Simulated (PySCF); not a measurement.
**Shapes and spin states of IrOF₂**

These are results of PySCF, PBE0, basis Ir def2-SVP with ECP60, O def2-SVP, F def2-SVP (scalar-relativistic core potentials, no spin–orbit coupling, density fitting), not measurements.

Relaxations began from a few typed shapes and spin states; open shells are unrestricted. The search is not exhaustive: other isomers or separated fragments can lie lower, and high-lying points may rest on an excited occupation.

| spin | group | bonds | angles | imaginary modes (cm⁻¹) | ΔE (kJ/mol) | ΔE with ZPE (kJ/mol) |
| --- | --- | --- | --- | --- | --- | --- |
| doublet | C2v | Ir–F 1.847 Å (×2), Ir–O 1.661 Å | F–Ir–F 119.1°, F–Ir–O 120.5° (×2) | none | 0.0 | 0.0 |
| quartet | C2v | Ir–F 1.862 Å (×2), Ir–O 1.724 Å | F–Ir–F 162.6°, F–Ir–O 98.7° (×2) | none | 37.9 | 37.1 |
| doublet | C2v | Ir–F 1.862 Å (×2), Ir–O 1.654 Å | F–Ir–F 81.8°, F–Ir–O 139.1° (×2) | 1 found | 47.6 | – |
| broken-symmetry Ms = 1/2 (⟨S²⟩ 1.76) | C2v | Ir–F 1.863 Å (×2), Ir–O 1.728 Å | F–Ir–F 163.5°, F–Ir–O 98.2° (×2) | none | 82.1 | 81.5 |
| quartet | Cs | Ir–F 1.891 Å (×2), Ir–O 1.717 Å | F–Ir–F 87.1°, F–Ir–O 136.5° (×2) | none | 100.5 | 99.6 |
| sextet | Cs | Ir–F 1.919 Å, Ir–F 1.976 Å, Ir–O 1.786 Å | F–Ir–F 100.3°, F–Ir–O 97.2°, F–Ir–O 162.5° | 80i | 267.0 | – |
| sextet | C2v | Ir–F 1.880 Å (×2), Ir–O 1.929 Å | F–Ir–F 165.5°, F–Ir–O 97.2° (×2) | none | 275.2 | 271.0 |
| sextet | C2v | Ir–F 1.960 Å (×2), Ir–O 1.809 Å | F–Ir–F 107.3°, F–Ir–O 126.3° (×2) | 2 found | 290.6 | – |

The lowest minimum found is the doublet C2v: Ir–F 1.847 Å (×2), Ir–O 1.661 Å; F–Ir–F 119.1°, F–Ir–O 120.5° (×2).

Formally Ir is in oxidation state +4, d5, with 1 unpaired electron (the high-spin count would be 5). The Mulliken spin on Ir is 0.58. The polar-tensor charge on Ir, 1.44, is far below the formal one.

For the lowest minimum: other spin states or occupations of the open shell can lie lower. Spin–orbit coupling, left out here, can matter for elements this heavy.
